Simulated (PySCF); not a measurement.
LuOF: from structure and modes to constants

Level of theory: B3LYP/[Lu def2-SVP with ECP28, O def2-SVP, F def2-SVP], scalar-relativistic core potentials, density fitting, no spin–orbit coupling, PySCF.

The singlet minimum has Cs symmetry. Masses (u): Lu 174.94077, O 15.99492, F 18.99840.

```xyz
3
charge 0 multiplicity 1, angstrom
Lu   -0.0289    0.0000   -0.1799
O    -1.5316    0.0000    0.8252
F     1.5504    0.0000    0.9807
```

Harmonic wavenumbers (cm⁻¹): 195.5 (a', ×1), 592.7 (a', ×1), 839.1 (a', ×1).

Question: Find the principal moments of inertia and the rotational constants. What kind of rotor is it?

Answer: About the centre of mass I = 33, 85.158, 118.16 u Å². With B = 16.8576/I this gives 0.5108, 0.198, 0.1427 cm⁻¹. The molecule is an asymmetric top with κ = -0.70.

Question: What is the harmonic zero-point energy?

Answer: Half the sum of all 3 wavenumbers, 1627/2 = 814 cm⁻¹, which is 9.7 kJ/mol (1 cm⁻¹ = 0.0119627 kJ/mol).

Question: Find the vibrational entropy and heat capacity at 298.15 K.

Answer: With u = 1.43878 ω/T, each mode gives S = R[u/(eᵘ−1) − ln(1−e⁻ᵘ)] and C = R u² eᵘ/(eᵘ−1)².
```json
{"ω (cm⁻¹)": "195.5", "u": "0.944", "S (J/(mol K))": "9.10", "C (J/(mol K))": "7.72"}
{"ω (cm⁻¹)": "592.7", "u": "2.860", "S (J/(mol K))": "1.93", "C (J/(mol K))": "4.38"}
{"ω (cm⁻¹)": "839.1", "u": "4.049", "S (J/(mol K))": "0.74", "C (J/(mol K))": "2.46"}
```
The sums over all modes are S = 11.8 and C = 14.6 J/(mol K); the softest mode gives 77 % of the entropy.

Question: Give the standard entropy (298.15 K, 1 bar) by its translational, rotational, vibrational and spin parts, and Cp.

Answer: Sackur–Tetrode with M = 209.93 u gives 175.5; rotation with symmetry number 1 gives 101.4; vibration 11.8; spin R ln 1 = 0.0. The total is 288.7 J/(mol K), and Cp = 4 R + 14.6 = 47.8 J/(mol K).

Other isomers or separated fragments may lie lower.
